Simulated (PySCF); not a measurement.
# Excited states of Si²⁺ (silicon, charge +2)

Ground state [Ne] 3s2, ¹S. Calculation: PySCF 2.14, in aug-cc-pV(T+d)Z with one added diffuse shell each of s, p, d, f type (7s6p5d3f, 71 functions); the non-relativistic Hamiltonian (point nucleus). Vertical excitation energies in eV without spin-orbit coupling; excited terms of each kind are numbered among those the solver found. Frozen: [He] 2s2.

| term | leading excitation | EOM-EE-CCSD |
| --- | --- | --- |
| 1 3P° | 3s → p | 6.561 |
| 1 1P° | 3s → p | 10.350 |
| 1 3D | 3s → d | 17.717 |
| 1 3S | 3s → s | 18.969 |
| 1 1S | 3s → s | 19.722 |
| 1 1D | 3s → d | 20.733 |
| 2 3P° | 3s → p | 21.736 |
| 2 1P° | 3s → p | 21.910 |
| 2 3D | 3s → d | 24.960 |
| 2 1D | 3s → d | 25.355 |
| 1 1F° | 3s → f | 25.365 |
| 1 3F° | 3s → f | 26.049 |

Doubly excited terms such as np² are absent. The solver can miss terms. Rydberg members are limited by the diffuse functions of the basis.
